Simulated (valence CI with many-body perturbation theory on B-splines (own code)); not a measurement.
## Te XL: one-electron terms

Level of theory: configuration interaction combined with many-body perturbation theory (CI+MBPT): three valence electrons over a frozen Dirac-Fock core [Ne], a basis of 11 s, 11 p, 10 d, 8 f, 5 g, 2 h functions for each j, with the one-electron correlation potential Σ1 (screened to all orders), the two-electron term Σ2, the three-electron term Σ3, Breit, model QED; selected single and double excitations, second order for the rest, scaled by the run's own slope (own B-spline code, finite nucleus).

No measured spectrum was set against this ion. As an estimate, large intervals hold to a few tenths of a per cent, small ones and those within an open d or f shell to about a per cent.

These are the spectroscopic orbitals of the CI (the correlating ones are not listed), shaped by the core and the other valence electrons. h is the expectation value of the core's Dirac-Fock operator, without the valence repulsion; Σ1 is computed up to l = 3 at one energy for each symmetry, that of its lowest orbital but kept below the first core excitation, so for empty shells it is not the orbital's own correlation shift; Breit and QED include the response of the core.

```tsv
Orbital	h (hartree)	Σ1 (cm⁻¹)	Breit (cm⁻¹)	QED (cm⁻¹)	⟨r⟩ (bohr)
3s1/2	-111.8	-6589	13304	10185	0.2861
4s1/2	-60.76	-2213	5190	4088	0.5286
5s1/2	-38.109	-1011	2484	1994	0.8486
6s1/2	-26.116	-552	1391	1123	1.243
7s1/2	-19.007	-335	857	694	1.712
8s1/2	-14.45	-219	565	459	2.255
3p1/2	-108.3	-8401	22189	-150	0.2718
4p1/2	-59.304	-2760	8670	-51.2	0.5198
5p1/2	-37.378	-1272	4240	-23.6	0.8433
6p1/2	-25.699	-697	2392	-12.9	1.242
7p1/2	-18.747	-425	1481	-7.8	1.715
8p1/2	-14.277	-279	980	-5.1	2.262
3p3/2	-105.61	-7760	13382	866	0.2797
4p3/2	-58.21	-2607	5171	351	0.5302
5p3/2	-36.83	-1212	2649	175	0.8564
6p3/2	-25.385	-668	1494	100	1.257
7p3/2	-18.551	-408	925	62.1	1.733
8p3/2	-14.147	-268	613	41.3	2.283
3d3/2	-101.14	-9376	10118	-369	0.2421
4d3/2	-56.512	-2609	3647	-128	0.4989
5d3/2	-35.998	-1161	1737	-60.5	0.8301
6d3/2	-24.915	-629	969	-33.6	1.236
7d3/2	-18.26	-382	597	-20.6	1.717
3d5/2	-100.53	-8809	4788	-7.5	0.2444
4d5/2	-56.247	-2444	1712	19.3	0.5018
5d5/2	-35.862	-1088	830	13.6	0.8336
6d5/2	-24.836	-590	464	8.9	1.240
7d5/2	-18.21	-359	287	5.9	1.722
4f5/2	-55.342	-2264	343	-49.3	0.4397
5f5/2	-35.412	-1100	235	-27.0	0.7749
6f5/2	-24.581	-620	149	-16.1	1.185
7f5/2	-18.051	-384	99	-10.3	1.669
4f7/2	-55.232	-2204	80.2	14.5	0.4411
5f7/2	-35.356	-1068	54.8	5.6	0.7765
6f7/2	-24.548	-601	33.8	2.8	1.186
7f7/2	-18.03	-372	22.5	1.6	1.671
5g7/2	-35.279		7.6	-10.7	0.6833
6g7/2	-24.502		7.5	-6.3	1.094
7g7/2	-18		5.9	-4.1	1.580
5g9/2	-35.246		0.9	7.8	0.6843
6g9/2	-24.483		0.9	4.4	1.095
7g9/2	-17.988		0.7	2.7	1.581
6h9/2	-24.474				0.9728
6h11/2	-24.461				0.9736
```

Among the shells of the start configuration 3s2 3p1, Σ1 is largest in size for 3p1/2, where it is 0.035 % of h.

Lowest root of each symmetry, sizes in configuration state functions:

```csv
J,Parity,Roots,Reference,Variational,Second order,Change by selected CI (cm⁻¹),Change by second order (cm⁻¹)
1/2,even,16,93,11145,10996,-3151,0
3/2,even,24,147,18841,23217,-1794,0
5/2,even,22,153,21192,22357,-2716,0
7/2,even,12,113,16688,26326,-4197,-1
9/2,even,8,71,15079,21107,-4769,-2
11/2,even,2,28,8433,19711,-10777,-4
1/2,odd,17,90,11342,11666,-3552,0
3/2,odd,25,146,17481,21597,-3408,0
5/2,odd,20,147,17490,25992,-3086,-1
7/2,odd,14,115,18643,29927,-3423,-1
9/2,odd,7,65,13262,19701,-2307,-2
11/2,odd,3,30,10900,17331,-4380,-1
```
